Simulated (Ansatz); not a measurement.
Consider the redistribution: `SB1CO1` + `[OH][Ga]([F])[F]` → `OB1CO1` + `[F][Ga]([F])[SH]`.

Calculated with Ansatz (gas phase, PBE0-D4/def2-TZVP geometries, no zero-point term in ΔE). CCSD(T)/CBS adds triple-zeta CCSD(T) − MP2 to the extrapolated MP2 energy (def2 sets, frozen cores). Functionals use def2-TZVPP. For Ga outer-core shells are correlated without core-valence functions, which leaves a few kJ/mol of doubt a bond. Scalar relativity is left out up to krypton. One conformer a species, not always the lowest.

| species | ωB97X-V energy (Eh) |
| --- | --- |
| `SB1CO1` | -538.16228 |
| `[OH][Ga]([F])[F]` | -2200.33571 |
| `OB1CO1` | -215.27192 |
| `[F][Ga]([F])[SH]` | -2523.25766 |

Work out ΔE.

ΔE = (-215.27192) + (-2523.25766) − (-538.16228) − (-2200.33571) = -0.03159 Eh = -0.86 eV. CCSD(T)/CBS gives -0.86 eV.

Largest T1 diagnostic among the species: 0.015.

In def2-TZVPP, CCSD(T) changes the Hartree–Fock value by +0.17 eV (the triples alone add +0.03 eV) and MP2 by +0.21 eV. At CCSD(T), def2-SVP lies −0.04 eV from the extrapolated value and def2-TZVPP +0.04 eV. Leaving LDA and LC-ωPBE aside and taking each functional with its dispersion term where it has one, the values, not all of them listed here, spread over 0.14 eV, from BHLYP-D4 to revPBE-D4. LDA lies −0.06 eV from PBE without D4.
